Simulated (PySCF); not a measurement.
Peak assignment

Numbering as in the mapped SMILES `[CH2:1]=[CH:2][C:3]#[C:4][SiH2:5][O:6][CH3:7]`. Each H is labelled by its parent atom. Ha(C1) is cis to C3; Hb(C1) is trans to C3.

PySCF 2.14.0 with density-fitted response routines calculation with structure optimised with GFN2-xTB and σ from GIAO-PBE0/pcSseg-1; one computed conformer, non-relativistic, rapidly exchanging positions averaged, no solvent.

References, each an isolated molecule treated in the same way: 13C (σ = 186.93 ppm) and 1H (σ = 31.72 ppm) vs TMS.

**Question.** Assign these signals to the numbered atoms. 13C{1H} NMR (computed): δ 138.4 (CH2), 124.2 (CH), 113.6 (C), 99.8 (C), 53.1 (CH3).

**Answer.** 
| δ (ppm) | atoms | environment | reason |
| --- | --- | --- | --- |
| 138.4 | C1 | terminal =CH2 carbon | the olefinic region |
| 124.2 | C2 | alkene CH | the olefinic region |
| 113.6 | C3 | alkyne carbon | – |
| 99.8 | C4 | alkyne carbon | sp carbons lie upfield of alkene carbons because the cylindrical π system leaves one tensor component strongly shielded |
| 53.1 | C7 | methyl carbon bonded to O | deshielded by the electronegative neighbour |

**Question.** Assign these signals to the numbered atoms. 1H NMR (500 MHz, computed): δ 6.14 (m, 1H), 6.12 (m, 1H), 5.93 (m, 1H), 5.05 (s, 2H), 3.83 (s, 3H).

**Answer.** 
```tsv
δ (ppm)	atoms	environment	reason
6.14	Ha(C1)	hydrogen on a terminal =CH2 carbon	attached to an sp2 carbon and in the plane of the double bond
6.12	H(C2)	hydrogen on an alkene CH	attached to an sp2 carbon and in the plane of the double bond
5.93	Hb(C1)	hydrogen on a terminal =CH2 carbon	a vinylic proton, deshielded by the sp2 carbon and the C=C anisotropy
5.05	H(Si5)	hydrogen on a silicon bonded to C, O	–
3.83	H(C7)	hydrogen on a methyl carbon bonded to O	its carbon carries O, an electronegative neighbour
```

Ha(C1) and H(C2) lie closer than the usual error of such a calculation, so a measured spectrum could show them in the other order.

Shifts are as computed. Against solution values, carbons near 30 ppm lie about +3 ppm off and those near 130 ppm about +5 ppm (rms about the fit 2.1 ppm; single classes can miss by 10 ppm). Of 1328 compounds with measured shifts, 309 miss one by over three times the rms of a fit or turn the order of signals round; such compounds aren't used in these exercises. Signals without a measured value on file couldn't be tested in this way; 1H shifts scatter by 0.2 ppm about their fit, and single ones miss by 0.5 ppm. No couplings were computed; multiplicities are counted from neighbouring protons, with m where these are inequivalent, close in shift, in a saturated or five-membered ring or joined by F or P, and br s for small geminal =CH2 splittings.
